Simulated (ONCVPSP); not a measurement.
**O: variants of one ONCV potential**

Base potential:

| Item | Value |
| --- | --- |
| Element | oxygen |
| Generator | ONCVPSP 4.0.1 |
| Type | optimised norm-conserving Vanderbilt (ONCV) |
| Functional | LDA (Perdew-Zunger) |
| Relativity | fully relativistic |
| Frozen core | [He] |
| Valence charge | 6 |
| Reference configuration | 2s2 2p3.5 (charge +0.5) |
| Partial waves | 2s: rc 0.90 bohr, ncon 3, nbas 6, qcut 7.8 1/bohr, 3 projectors, debl 2.4 Ha; 2p: rc 2.05 bohr, ncon 3, nbas 8, qcut 7.7 1/bohr, 1 projector |
| Local potential | polynomial inside 0.75 bohr (lpopt 5, dvloc0 0 Ha) |
| Core correction | Teter function, fcfact 3, rcfact 1 |

Open shells are filled in proportion to 2j + 1.

All-electron outer shells of the reference configuration (LDA (Perdew-Zunger), scalar-relativistic, ld1.x):

| shell | level (eV) | outermost node (bohr) | outermost maximum (bohr) |
| --- | --- | --- | --- |
| 1s | -519.61 | – | 0.13 |
| 2s | -31.16 | 0.28 | 0.87 |
| 2p | -16.43 | – | 0.80 |

Cutoffs, loose and tight: the cutoffs (Ha) at which the residual kinetic energy of the hardest occupied pseudo-wave falls to 1 and 0.1 mHa per electron. They do not see the model core or the augmentation charge, which bear on the density cutoff. Test errors are all-electron minus pseudo excitation energies from the reference, over the configurations 2s2 2p4; 2s2 2p3; 2s2 2p2; 2s2 2p0. A dash means not determined; rows that change the core or the reference have their own tests.

A true bound ghost makes a file unfit for plane-wave use even where its test errors are small: the radial tests pick states by their node count and pass the ghost by.

```json
{"change": "base", "outcome": "generated", "cutoff, loose": "32 Ha", "cutoff, tight": "110 Ha", "bound ghosts": "none", "GHOST(+) flags above zero": "s", "largest test error (meV)": "+6231"}
{"change": "s: qcut 4.9", "outcome": "generated", "cutoff, loose": "–", "cutoff, tight": "–", "bound ghosts": "s", "GHOST(+) flags above zero": "none", "largest test error (meV)": "+6313"}
{"change": "s: qcut 5.5", "outcome": "generated", "cutoff, loose": "–", "cutoff, tight": "–", "bound ghosts": "s", "GHOST(+) flags above zero": "none", "largest test error (meV)": "+6286"}
{"change": "s: qcut 6.5", "outcome": "generated", "cutoff, loose": "90 Ha", "cutoff, tight": "154 Ha", "bound ghosts": "none", "GHOST(+) flags above zero": "s", "largest test error (meV)": "+6286"}
{"change": "s: qcut 7.5", "outcome": "generated", "cutoff, loose": "42 Ha", "cutoff, tight": "114 Ha", "bound ghosts": "none", "GHOST(+) flags above zero": "s", "largest test error (meV)": "+6259"}
{"change": "s: qcut 8.4", "outcome": "generated", "cutoff, loose": "33 Ha", "cutoff, tight": "99 Ha", "bound ghosts": "none", "GHOST(+) flags above zero": "none", "largest test error (meV)": "+6231"}
{"change": "s: qcut 8.8", "outcome": "generated", "cutoff, loose": "34 Ha", "cutoff, tight": "69 Ha", "bound ghosts": "none", "GHOST(+) flags above zero": "none", "largest test error (meV)": "+6231"}
{"change": "s: qcut 10.8", "outcome": "generated", "cutoff, loose": "40 Ha", "cutoff, tight": "50 Ha", "bound ghosts": "none", "GHOST(+) flags above zero": "none", "largest test error (meV)": "+6204"}
{"change": "s: qcut 11.6", "outcome": "generated", "cutoff, loose": "43 Ha", "cutoff, tight": "53 Ha", "bound ghosts": "none", "GHOST(+) flags above zero": "none", "largest test error (meV)": "+6204"}
```

Problem. What comes out with this change to the base: s: qcut 9.7?

Solution. outcome: generated; cutoff, loose: 37 Ha; cutoff, tight: 45 Ha; bound ghosts: none; GHOST(+) flags above zero: none; largest test error (meV): +6204.

Reading the sweep of the qcut of the s channel (base included, trends over the rows without a ghost): The loose cutoff is not monotonic: lowest 32 Ha at 7.8 1/bohr, highest 90 Ha at 6.5 1/bohr. The median size of the test errors (rows with all tests solved) stays near 263.8 meV. Bound ghosts are found at 4.9, 5.5 1/bohr.
